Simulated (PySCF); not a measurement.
# Excitation energy of Tc²⁺ by level of theory

Tc²⁺ [Kr] 4d5 (6S) → Tc²⁺ [Kr] 4d4 5p1 (high-spin determinant), as a difference of total energies. Computed with PySCF 2.14 in def2-QZVPPD with the def2 core potential (28 electrons) (7s5p4d4f2g, 88 functions), with a scalar-relativistic core potential. Correlated levels: valence and next inner shell: nothing frozen outside the core potential. The calculations carry no spin-orbit coupling.

| method | excitation energy (eV) |
| --- | --- |
| UHF | 11.373 |
| MP2 (valence and next inner shell) | 11.685 |
| SCS-MP2 (valence and next inner shell) | 11.558 |
| CCSD (valence and next inner shell) | 11.566 |
| CCSD(T) (valence and next inner shell) | 11.561 |

How much does correlation contribute at CCSD(T) (valence and next inner shell)?

11.561 − (11.373) = 0.188 eV, measured against UHF.

The determinant of the upper state mixes LS terms, which raises its energy above the lowest term, most at the Hartree-Fock and MP2 levels.
